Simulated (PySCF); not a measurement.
Job file and geometry (Å, from GFN2-xTB) of an NMR shielding run on SMILES CC(=O)O[SiH2]CC1CC1, C₆H₁₂O₂Si, GIAO PBE0/pcSseg-1 NMR shielding, non-relativistic, gas phase (PySCF); density fitting, a coarse starting grid and PySCF grid level 2 are the driver's defaults:

```
$ OMP_NUM_THREADS=1 python probes_run.py task.json out

{"job": {"kind": "nmr", "xc": "PBE0", "basis": "pcSseg-1"}, "charge": 0, "multiplicity": 1}
C      4.130983     0.277454     0.793750
C      3.055291    -0.335606    -0.058770
O      3.224988    -1.218580    -0.855062
O      1.862206     0.201990     0.157482
Si     0.517134    -0.334544    -0.669091
C     -0.839528     0.788230     0.031477
C     -2.182782     0.445299    -0.559493
C     -2.986817    -0.673994     0.023586
C     -3.442942     0.744635     0.194882
H      5.092822    -0.165248     0.555255
H      4.157898     1.350971     0.622543
H      3.893782     0.109484     1.841821
H      0.729129    -0.125967    -2.098932
H      0.302661    -1.743556    -0.353196
H     -0.891452     0.693386     1.117481
H     -0.612271     1.836673    -0.176504
H     -2.221169     0.557554    -1.635818
H     -2.586147    -1.183934     0.885984
H     -3.544959    -1.316772    -0.639299
H     -3.355011     1.189716     1.174459
H     -4.312736     1.074455    -0.353026
```

Task: Write the output of this run.

Result: 
```
coarse grid: 17752 points
cycle   1  E = -674.9520675747  dE =  1.362e+00  |g| = 9.815e-01  |ddm| = 4.030e+00
cycle   2  E = -674.6620624867  dE =  2.900e-01  |g| = 1.600e+00  |ddm| = 1.712e+00
cycle   3  E = -675.1238460598  dE = -4.618e-01  |g| = 2.774e-01  |ddm| = 1.181e+00
cycle   4  E = -675.1377958389  dE = -1.395e-02  |g| = 7.747e-02  |ddm| = 2.243e-01
cycle   5  E = -675.1386888971  dE = -8.931e-04  |g| = 2.620e-02  |ddm| = 5.742e-02
cycle   6  E = -675.1388339606  dE = -1.451e-04  |g| = 4.263e-03  |ddm| = 1.992e-02
cycle   7  E = -675.1388375686  dE = -3.608e-06  |g| = 1.221e-03  |ddm| = 4.447e-03
final grid: 166056 points
cycle   8  E = -675.2129228693  dE = -3.249e-05  |g| = 1.437e-02  |ddm| = 3.101e-02
cycle   9  E = -675.2128693121  dE =  5.356e-05  |g| = 2.219e-02  |ddm| = 2.424e-02
cycle  10  E = -675.2129629531  dE = -9.364e-05  |g| = 2.948e-03  |ddm| = 1.498e-02
cycle  11  E = -675.2129645880  dE = -1.635e-06  |g| = 4.507e-04  |ddm| = 2.058e-03
cycle  12  E = -675.2129646191  dE = -3.112e-08  |g| = 1.783e-04  |ddm| = 4.050e-04
cycle  13  E = -675.2129646253  dE = -6.204e-09  |g| = 3.154e-05  |ddm| = 1.508e-04
cycle  14  E = -675.2129646255  dE = -2.019e-10  |g| = 8.248e-06  |ddm| = 3.704e-05
converged SCF energy = -675.2129646255

GIAO shielding tensors (ppm)
atom      isotropic    diamagn.    paramagn.     s11        s22        s33       span
  0 C      162.899     247.288     -84.389    140.428    154.040    194.229     53.801
  1 C       10.225     246.971    -236.746    -90.365     45.471     75.568    165.933
  2 O     -134.068     403.467    -537.534   -400.308   -248.554    246.658    646.966
  3 O      135.583     406.684    -271.101    -12.023    189.013    229.759    241.782
  4 Si     370.995     884.196    -513.202    339.538    364.499    408.947     69.409
  5 C      166.034     254.378     -88.344    145.550    158.644    193.908     48.357
  6 C      181.084     247.350     -66.266    154.690    167.354    221.208     66.518
  7 C      179.094     251.869     -72.775    146.998    176.058    214.226     67.228
  8 C      178.237     257.420     -79.183    144.195    175.247    215.268     71.073
  9 H       29.879      24.657       5.222     25.659     28.140     35.837     10.178
 10 H       29.506      27.832       1.673     25.670     29.048     33.798      8.127
 11 H       29.494      28.382       1.112     25.789     28.920     33.773      7.984
 12 H       26.705      32.893      -6.188     22.886     26.393     30.836      7.951
 13 H       26.731      33.576      -6.845     22.537     27.197     30.459      7.922
 14 H       31.667      35.399      -3.732     26.442     31.506     37.051     10.609
 15 H       29.955      33.618      -3.663     24.418     29.170     36.276     11.858
 16 H       31.284      31.971      -0.688     23.892     29.332     40.627     16.735
 17 H       31.803      32.226      -0.423     26.673     29.113     39.623     12.950
 18 H       31.268      30.404       0.864     25.792     26.503     41.509     15.717
 19 H       31.690      32.016      -0.326     25.729     29.251     40.090     14.361
 20 H       31.179      30.112       1.067     25.122     26.799     41.617     16.495
```

Size and cost of the density-fitted run: 220 basis functions, 73 s wall time on 1 thread of an Arm Neoverse N1, shared host; peak memory 0.98 GiB.
